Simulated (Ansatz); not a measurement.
Ansatz (a quantum-chemistry and plane-wave program) input (PBE0/def2-TZVPD):

Ansatz 0.2 input:
```yaml
crystal:
  periodic: [false, false, false]
  atoms:
    - {symbol: Si, position_ang: [0.39808670, 0.07294075, -0.17096364]}
    - {symbol: C, position_ang: [-0.62785549, -1.03391720, -1.30124093]}
    - {symbol: C, position_ang: [-0.49081229, 1.69762596, 0.18326114]}
    - {symbol: N, position_ang: [0.55683145, -0.76032575, 1.34762536]}
    - {symbol: H, position_ang: [-0.76366907, -0.56800183, -2.27886289]}
    - {symbol: H, position_ang: [-1.61443620, -1.21043572, -0.86144123]}
    - {symbol: H, position_ang: [-0.14643101, -2.00098120, -1.45900385]}
    - {symbol: H, position_ang: [-1.47839809, 1.50107389, 0.61217327]}
    - {symbol: H, position_ang: [-0.62104369, 2.27480527, -0.73389261]}
    - {symbol: H, position_ang: [0.07013921, 2.31569331, 0.88696393]}
    - {symbol: H, position_ang: [0.93384438, -0.27035499, 2.14574381]}
    - {symbol: H, position_ang: [0.86096722, -1.72294153, 1.35631176]}
basis:
  gaussian:
    orbitals: def2-TZVPD
hamiltonian:
  xc: {name: PBE0}
magnetization: {spin_polarized: true, initial_magnetization: 1}
output: {forces: true}
```

Output:

```
Functional definition: PBE0
integrals: 0.14 GiB planned
1231 factors; their error is unknown
0.34 GiB of the device are held for the grids
1.21 GiB of device memory are held for the factors and their scratch space
mean field: 1.41 GiB planned
mean field evaluation 1: about -11551.6291 eV, gradient 5.9e1 eV
mean field evaluation 2: about -11539.1056 eV, gradient 7.4e1 eV
mean field evaluation 4: about -11566.1854 eV, gradient 4.6e0 eV
mean field evaluation 8: about -11566.2809 eV, gradient 3.1e-2 eV
mean field evaluation 16: about -11566.2714 eV, gradient 7.6e-5 eV
mean field -11566.27139647 eV, -425.0526339199 hartree, gradient 1.9e-5 eV, S^2 0.752307; 0 other end points of the search recorded, 0 dependent functions left out
the calculation of the forces begins
reference -11566.27144055 eV, -425.0526355400 hartree; 21, 20 occupied and 205, 206 virtual orbitals, 1231 factors
Total energy: -11566.27144055 eV, -425.0526355400 hartree
Atom 0 at     0.398087     0.072941    -0.170964 Å, force    -0.196723    -0.050593     0.111253 eV/Å
Atom 1 at    -0.627855    -1.033917    -1.301241 Å, force     0.089328     0.071584     0.069902 eV/Å
Atom 2 at    -0.490812     1.697626     0.183261 Å, force     0.080510    -0.104173    -0.025616 eV/Å
Atom 3 at     0.556831    -0.760326     1.347625 Å, force    -0.000765     0.054456    -0.100130 eV/Å
Atom 4 at    -0.763669    -0.568002    -2.278863 Å, force     0.004417     0.018262    -0.027307 eV/Å
Atom 5 at    -1.614436    -1.210436    -0.861441 Å, force    -0.016745     0.002799     0.017914 eV/Å
Atom 6 at    -0.146431    -2.000981    -1.459004 Å, force     0.021782    -0.023417    -0.003842 eV/Å
Atom 7 at    -1.478398     1.501074     0.612173 Å, force    -0.017649    -0.015222     0.008120 eV/Å
Atom 8 at    -0.621044     2.274805    -0.733893 Å, force     0.004136     0.012648    -0.030358 eV/Å
Atom 9 at     0.070139     2.315693     0.886964 Å, force     0.023669     0.014202     0.016603 eV/Å
Atom 10 at     0.933844    -0.270355     2.145744 Å, force     0.002790    -0.014807    -0.031604 eV/Å
Atom 11 at     0.860967    -1.722942     1.356312 Å, force     0.005252     0.034262    -0.004937 eV/Å
Dipole moment:     0.005316    -0.077081     0.141341 e Å
```

It need not be the lowest isomer of its formula.
